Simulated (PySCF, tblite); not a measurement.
C8H12N2.
Cartesian coordinates in Å at the GFN2-xTB level; atoms count from 1:
```
atom  x, y, z in Å
C1     2.342   -1.342   -0.174
C2     1.590   -0.620    0.947
C3     0.859    0.576    0.439
C4     1.258    1.897    0.389
C5     0.185    2.577   -0.195
N6    -0.795    1.744   -0.487
N7    -0.379    0.535   -0.110
C8    -1.226   -0.596   -0.268
C9    -2.450   -0.457   -1.118
C10   -2.590   -0.581    0.367
H11    2.874   -2.204    0.222
H12    1.656   -1.683   -0.946
H13    3.062   -0.670   -0.635
H14    2.306   -0.286    1.700
H15    0.893   -1.308    1.431
H16    2.186    2.308    0.729
H17    0.088    3.622   -0.409
H18   -0.679   -1.529   -0.289
H19   -2.735   -1.287   -1.745
H20   -2.618    0.517   -1.549
H21   -2.968   -1.501    0.785
H22   -2.867    0.307    0.914
```

Level of theory: PBE0/pcSseg-1 in PySCF (dipole) on a GFN2-xTB geometry, gas phase.

Take the most abundant isotopes and a rigid rotor. The values belong to one conformer with, in the numbering `[CH3:1][CH2:2][c:3]1[cH:4][cH:5][n:6][n:7]1[CH:8]1[CH2:9][CH2:10]1`, C1–C2–C3–C4 -94°, N6–N7–C8–C9 13°.

Give the principal moments of inertia and the rotational constants in MHz.

Ia = 268.37, Ib = 419.07, Ic = 610.02 u·Å²; 505379 MHz·u·Å²/I gives A = 1883, B = 1206, C = 828.5 MHz.

Classify the top.

An asymmetric top: κ = (2 × 1206 − 1883 − 828.5)/(1883 − 828.5) = -0.28.

Is it planar, by Δ = Ic − Ia − Ib?

Not planar: Δ = Ic − Ia − Ib = -77.42 u·Å². For a rigid frame Δ = −2 Σ m c², so Σ m c² = 38.71 u·Å² lies off the ab plane: 12.93 from hydrogen and 25.78 from heavier atoms. The atom farthest from that plane is 1.44 Å away.

Where do the levels up to J = 4 lie, in cm⁻¹?

Above 0(0,0):
J = 1: 1(0,1) 0.0679, 1(1,1) 0.0904, 1(1,0) 0.1030
J = 2: 2(0,2) 0.1996, 2(1,2) 0.2136, 2(1,1) 0.2514, 2(2,1) 0.3191, 2(2,0) 0.3231
J = 3: 3(0,3) 0.3893, 3(1,3) 0.3961, 3(1,2) 0.4708, 3(2,2) 0.5227, 3(2,1) 0.5405, 3(3,1) 0.6693, 3(3,0) 0.6702
J = 4: 4(0,4) 0.6336, 4(1,4) 0.6363, 4(1,3) 0.7567, 4(2,3) 0.7910, 4(2,2) 0.8359, 4(3,2) 0.9468, 4(3,1) 0.9523, 4(4,1) 1.1439, 4(4,0) 1.1441
The levels of one J sum to (2J + 1)J(J + 1)(A + B + C)/3.

Predict some low-J microwave lines.

The dipole components are |μa| = 0.83 D, |μb| = 2.31 D, |μc| = 0.47 D. The squared components, which scale the intensities, stand as 0.13 : 1.00 : 0.04 (a : b : c). Some lines, for components of 0.1 D or more:

| type | branch | J(Ka,Kc) | MHz | lower level (cm⁻¹) |
| --- | --- | --- | --- | --- |
| a | Q | 1(1,0) ← 1(1,1) | 377 | 0.090 |
| c | Q | 2(1,2) ← 2(0,2) | 419 | 0.200 |
| c | Q | 1(1,1) ← 1(0,1) | 677 | 0.068 |
| b | Q | 1(1,0) ← 1(0,1) | 1055 | 0.068 |
| a | Q | 2(1,1) ← 2(1,2) | 1132 | 0.214 |
| b | Q | 2(1,1) ← 2(0,2) | 1551 | 0.200 |
| c | Q | 2(2,1) ← 2(1,1) | 2032 | 0.251 |
| a | R | 1(0,1) ← 0(0,0) | 2034 | 0.000 |
| b | Q | 2(2,0) ← 2(1,1) | 2151 | 0.251 |
| b | R | 1(1,1) ← 0(0,0) | 2712 | 0.000 |
| c | R | 1(1,0) ← 0(0,0) | 3089 | 0.000 |
| b | Q | 2(2,1) ← 2(1,2) | 3164 | 0.214 |
| b | R | 2(0,2) ← 1(1,1) | 3272 | 0.090 |
| a | R | 2(1,2) ← 1(1,1) | 3691 | 0.090 |
| b | R | 2(1,2) ← 1(0,1) | 4369 | 0.068 |
| a | R | 2(1,1) ← 1(1,0) | 4446 | 0.103 |
| b | R | 2(2,1) ← 1(1,0) | 6478 | 0.103 |
| c | R | 2(2,0) ← 1(1,0) | 6597 | 0.103 |
| c | R | 2(2,1) ← 1(1,1) | 6855 | 0.090 |

Estimate the classical rotational partition function at 25 K, 100 K and 298.15 K.

Point group C1, symmetry number σ = 1; q = (√π/σ)·√((kT/h)³/(ABC)), k/h = 20836.6 MHz/K: 15400 at 25 K, 123000 at 100 K, 633000 at 298.15 K.

Its lowest GFN2-xTB frequency is 20i cm⁻¹, too small to tell a flat minimum from a shallow saddle. These are rigid-rotor constants of the computed structure; measured ground-state constants (B0) also hold zero-point vibration. A rigid rotor knows nothing of internal rotation, which can split or shift real lines. Quadrupole hyperfine structure (14N) is left out.
